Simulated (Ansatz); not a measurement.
Isomers of C2H8Sn, B3LYP-D3(BJ)/def2-TZVP minima from an xTB search, which can miss the lowest.
Isomer 1, SMILES [CH3][SnH2][CH3] (charge 0, multiplicity 1):
```xyz
11

C     -1.74118     0.42535    -0.27531
Sn    -0.04196    -0.57339     0.61067
C      1.78163     0.12731    -0.31309
H     -1.77729     0.21427    -1.34329
H     -2.66498     0.07919     0.18564
H     -1.65387     1.50125    -0.12948
H      0.00359    -0.24968     2.29872
H     -0.18812    -2.27180     0.38606
H      1.76145    -0.08990    -1.38028
H      1.87657     1.20322    -0.17217
H      2.64416    -0.36582     0.13254
```
Isomer 2, SMILES C[CH2][SnH3] (charge 0, multiplicity 1):
```xyz
11

C     -1.4263     0.2787    -0.6157
C     -0.4124    -0.6730     0.0179
Sn     1.5869     0.1606     0.1285
H     -1.5129     1.2093    -0.0507
H     -2.4220    -0.1716    -0.6563
H     -1.1468     0.5425    -1.6380
H     -0.3415    -1.6036    -0.5472
H     -0.7063    -0.9388     1.0346
H      1.5617     1.5999     1.0625
H      2.6795    -0.9497     0.8459
H      2.1401     0.5458    -1.4496
```

Cores are frozen in the correlated methods. Filled d and f shells under p-block atoms count as core. MP2 and its Hartree–Fock in def2-QZVPP are density fitted.

Codes used: Ansatz (Gaussian orbitals). Each number belongs to the level named beside it. In def2 rows elements past Kr take small-core potentials, without spin–orbit coupling.

The energy of isomer 2 above isomer 1 is E(isomer 2) − E(isomer 1). Total energies (hartree):

```json
[
 {"level": "HF/def2-TZVPP", "isomer 2": "-293.7438772", "isomer 1": "-293.7564145"},
 {"level": "MP2/def2-TZVPP", "isomer 2": "-294.2215682", "isomer 1": "-294.2368920"},
 {"level": "HF/def2-QZVPP", "isomer 2": "-293.7495558", "isomer 1": "-293.7622294"},
 {"level": "MP2/def2-QZVPP", "isomer 2": "-294.2574962", "isomer 1": "-294.2730472"},
 {"level": "CCSD(T)/def2-TZVPP", "isomer 2": "-294.2883241", "isomer 1": "-294.3025424"}
]
```

Q: Work out the energy of isomer 2 above isomer 1 at the basis-set limit: extrapolate the MP2 correlation part as X⁻³, take Hartree–Fock from the larger set, and add the CCSD(T) − MP2 difference of def2-TZVPP.

A: 
1. Differences (1 hartree = 627.509 kcal/mol): HF/def2-TZVPP 7.867; MP2/def2-TZVPP 9.616; HF/def2-QZVPP 7.953; MP2/def2-QZVPP 9.758; CCSD(T)/def2-TZVPP 8.922.
2. Correlation parts, MP2 less HF: 1.749 in def2-TZVPP (X = 3), 1.806 in def2-QZVPP (X = 4).
3. Limit (4³·(1.806) − 3³·(1.749))/(4³ − 3³) = 1.847; with HF/def2-QZVPP it gives 9.800.
4. CCSD(T) less MP2 in def2-TZVPP: -0.694.
Result: 9.11 kcal/mol, against 9.62 at MP2/def2-TZVPP. It is an estimate of this method's limit, not of the exact value.

Ansatz is a quantum-chemistry and plane-wave program.
